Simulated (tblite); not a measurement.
Parent: `[CH3:1][CH2:2]/[C:3](=[CH:4]/[F:5])[S:6][CH3:7]` with C1–C2–C3–C4 -99°, C2–C3–S6–C7 -168°, C5H9FS.

Structures optimised with GFN2-xTB, isolated species. One conformer each, not checked by frequencies here.

```tsv
coordinate of the parent	value
C1–C2	1.529 Å
C2–C3	1.504 Å
C3=C4	1.327 Å
C4–F5	1.351 Å
C3–S6	1.764 Å
S6–C7	1.815 Å
C1–C2–C3	110.8°
C2–C3–C4	119.9°
C2–C3–S6	111.7°
C4–C3–S6	128.4°
C3–C4–F5	125.8°
C3–S6–C7	105.5°
```

Question: How does the shared frame change in `[CH3:1][S:2]/[C:3](=[CH:4]\[F:5])[C@H:6]([CH3:7])[CH2:8][F:9]` with C1–S2–C3–C4 1°, S2–C3–C6–C7 -118°, C3–C6–C8–F9 69°, C6H10F2S? Atoms pair as C1 = C7, C2 = C6, C3 = C3, C4 = C4, F5 = F5, S6 = S2, C7 = C1 (parent first).

Answer: 
| parent | relative | value in the relative | change |
| --- | --- | --- | --- |
| C1–C2 | C7–C6 | 1.530 Å | +0.001 |
| C2–C3 | C6–C3 | 1.514 Å | +0.010 |
| C3=C4 | C3=C4 | 1.327 Å | 0.000 |
| C4–F5 | C4–F5 | 1.349 Å | -0.002 |
| C3–S6 | C3–S2 | 1.765 Å | +0.001 |
| S6–C7 | S2–C1 | 1.815 Å | 0.000 |
| C1–C2–C3 | C7–C6–C3 | 111.8° | +1.0 |
| C2–C3–C4 | C6–C3–C4 | 120.5° | +0.6 |
| C2–C3–S6 | C6–C3–S2 | 110.9° | -0.8 |
| C4–C3–S6 | C4–C3–S2 | 128.5° | +0.1 |
| C3–C4–F5 | C3–C4–F5 | 125.2° | -0.6 |
| C3–S6–C7 | C3–S2–C1 | 106.1° | +0.6 |

Of the parent's bonds, C2–C3 changes most (+0.010 Å). Bonds of the relative outside the shared frame: C6–C8 1.531, C8–F9 1.373 Å. Point group C1 → C1.

These are computed values.
